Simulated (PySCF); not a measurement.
Identify the unknown among the candidates.

All candidates are C3H9B.

* Rotational structure: rotational constants A, B, C: 8.003, 7.953, 4.405 GHz [PBE0-D3(BJ)/def2-SVP]
* Dipole: 0.72 D [PBE0-D3(BJ)/def2-SVP]
* XPS: B1s 195.9, C1s 290.4, C1s 290.6 (×2) eV [ΔSCF SCAN, pcX-2 on the ionised atom, pcseg-1 elsewhere, spin-free X2C]
* Couplings: largest of the computed one-bond spin–spin couplings (means over like bonds): 11B–1H +134.5 (×2), 13C–1H +132.6 (×6), 13C–1H +95.7, 13C–11B +51.3, 13C–13C +37.0 (×2) Hz [B3LYP/pcJ-1, spin–dipole term left out for some pairs]

Gas-phase values; electronic properties from PySCF, density fitting. Levels stand in brackets. Geometry: PBE0-D3(BJ)/def2-SVP, one conformer, isolated molecule.

Question: Which candidate is it?
A. `BCCC`
B. `[H]B([H])CCC`
C. `BC(C)C`
D. `CBCC`

Answer: C. It is `BC(C)C`. Numbering: `[BH2:1][CH:2]([CH3:3])[CH3:4]`. The couplings run between: +134.5 Hz, three-coordinate boron [B1] and its hydrogen (with 1 like pair); +132.6 Hz, methyl carbon [C3] and its hydrogen (with 5 like pairs); +95.7 Hz, sp3 carbon bound to boron [C2] and its hydrogen; +51.3 Hz, sp3 carbon bound to boron [C2] and three-coordinate boron [B1]; +37.0 Hz, sp3 carbon bound to boron [C2] and methyl carbon [C3] (with 1 like pair). The core levels belong to: B1s 195.9 eV, three-coordinate boron [B1]; C1s 290.4 eV, sp3 carbon bound to boron [C2]; C1s 290.6 eV, methyl carbon [C3/C4]. The hole state at 195.9 eV has ⟨S²⟩ = 0.84 against 0.75, so that value is less sure. The optimised geometry has point group Cs and is an asymmetric top.

The others, at the same levels:
- `BCCC` (C3H9B) fails: its computed core binding energies are B1s 196.2, C1s 290.2, C1s 290.5, C1s 290.6 eV, rotational constant A is 25.186 GHz (against 8.003 GHz) and smallest rotational constant is 3.456 GHz (against 4.405 GHz).
- `[H]B([H])CCC` fails: its computed core binding energies are B1s 196.1, C1s 290.1, C1s 290.6, C1s 290.8 eV, rotational constant A is 23.006 GHz (against 8.003 GHz) and smallest rotational constant is 3.650 GHz (against 4.405 GHz).
- `CBCC` (C3H9B) fails: its computed core binding energies are B1s 195.7, C1s 290.1, C1s 290.1, C1s 290.5 eV, rotational constant A is 13.359 GHz (against 8.003 GHz) and smallest rotational constant is 3.731 GHz (against 4.405 GHz).

Each candidate is one conformer, not necessarily the lowest. Dipoles, sizes and rotational constants follow the conformer. The torsions of the flexible species, by atom-mapped SMILES:
- `[BH2:1][CH2:2][CH2:3][CH3:4]`: B1–C2–C3–C4 -179°
- `[CH3:1][BH:2][CH2:3][CH3:4]`: C1–B2–C3–C4 -2°
